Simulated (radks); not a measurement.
Values are calculated unless marked as measured or tabulated.
Problem. Spherical quantum dot in the effective-mass picture: electrons in a parabolic well V = omega^2 r^2 / 2 with omega = 0.623, all in effective atomic units (hartree* = m*/eps^2 hartree, bohr* = eps/m* bohr), one dielectric constant everywhere. Level of theory: non-relativistic Kohn-Sham, r2SCAN, spin-polarised, spherical densities, generalised Kohn-Sham scheme (a radial shooting solver with Libxc functionals). Levels are named by radial order and angular momentum (1s, 1p, 1d, 2s, ...), and open shells are averaged over m. Results are scaled to m* = 0.168 and eps = 17.3, for which hartree* = 15.27 meV and bohr* = 5.449 nm. At N = 8 the configuration is 1s2 1p6. Does electron 9 go into 2s up or 1d up?

Solution. Into 1d up. The total energies of the other choices lie higher by 1.53 meV (2s up).
